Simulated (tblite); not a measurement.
CH₅B₃Cl₂.
Structure used (GFN2-xTB), in Å, numbered top down from 1:
```
atom  x, y, z in Å
B1    -1.5813   -0.3754    0.6865
C2    -0.8568    0.2797   -0.5478
B3     0.5711   -0.3797   -0.5994
B4     1.8963    0.3384    0.1032
Cl5    2.2354    0.0798    1.7855
Cl6    3.0132    1.3605   -0.7336
H7    -2.0437   -1.4440    0.5910
H8    -1.6555    0.2037    1.6983
H9    -0.8132    1.3623   -0.4516
H10   -1.4055    0.0131   -1.4506
H11    0.6454   -1.4358   -1.1075
```

Computed values, GFN2-xTB/tblite, gas phase, harmonic and unscaled. The method is semi-empirical: single wavenumbers can be off by several per cent or more. Modes of hydrogen on boron can be 10 to 20 % off. One conformer, not necessarily the lowest.

Harmonic wavenumbers (cm⁻¹): 36.1, 41.1, 109.3, 129.7, 159.6, 237.5, 262.5, 420.5, 519.3, 613.0, 712.2, 740.6, 798.8, 848.9, 908.3, 951.3, 995.6, 1008.0, 1083.4, 1134.7, 1193.6, 1466.9, 2606.5, 2647.6, 2684.6, 2985.6, 3012.9.

A = 2938, B = 1399, C = 1007 MHz; mass 120.005 u (most abundant isotopes); point group C1, symmetry number 1.

What is the zero-point energy?

½Σν̃ = 14154 cm⁻¹ = 169.32 kJ/mol.

Entropy at 273.15 K, 1 bar (ideal gas, RRHO, classical rotation)?

Translation 166.74, rotation 119.17, vibration 102.58: S = 388.5 J/(mol K).

And Cp and H(273.15 K) − H(0)?

Cp = 119.79 J/(mol K), of which vibrations give 86.53 (their classical limit is 27 R = 224.5); H(273.15 K) − H(0) = 22.49 kJ/mol without the zero-point energy, 13.40 from vibrations.

How do the functions run with temperature in this model?

```csv
T (K),S (J/(mol K)),Cp (J/(mol K)),H − H(0) (kJ/mol),G − H(0) (kJ/mol),ln q(vib)
100,294.1,75.4,5.60,-23.82,2.28
200,354.3,100.8,14.42,-56.44,4.80
300,400.0,126.5,25.79,-94.22,7.01
500,474.7,165.8,55.35,-181.99,10.97
800,560.5,198.3,110.48,-337.89,16.11
1000,606.3,211.9,151.58,-454.68,19.11
```

q(vib) and H(0) count from the zero-point level.

Which modes carry the vibrational entropy at 273.15 K?

36.1 cm⁻¹: 22.13; 41.1 cm⁻¹: 21.05; 109.3 cm⁻¹: 13.02; 129.7 cm⁻¹: 11.64; 159.6 cm⁻¹: 10.00; 237.5 cm⁻¹: 6.97 J/(mol K); the other 21 give 17.77 together.

Blend soft modes into free rotors: weight 1/[1 + (100 cm⁻¹/ν̃)⁴] for the oscillator and the rest for a rotor with moment μB/(μ + B), μ = h/(8π²ν), B = 10⁻⁴⁴ kg m². What vibrational entropy results?

89.74 J/(mol K) in place of 102.58, which changes −T·S at 273.15 K by +3.51 kJ/mol.

What must be added to the electronic energy to get the Gibbs energy at 273.15 K and 1 bar?

ZPE + [H(273.15 K) − H(0)] − T·S = 169.32 + 22.49 − 106.12 = 85.69 kJ/mol.

Hindered rotation and anharmonicity are outside this model. Other conformers, if any are populated, would add a mixing term that is left out. The structure is chiral; the term R ln 2 for an equal mix with its mirror image is left out.

On one thread of an Arm Neoverse V2, shared host with 96 logical CPUs at a one-minute load of 84, this took 0.25 s wall. This covers the Hessian and the dipole derivatives.
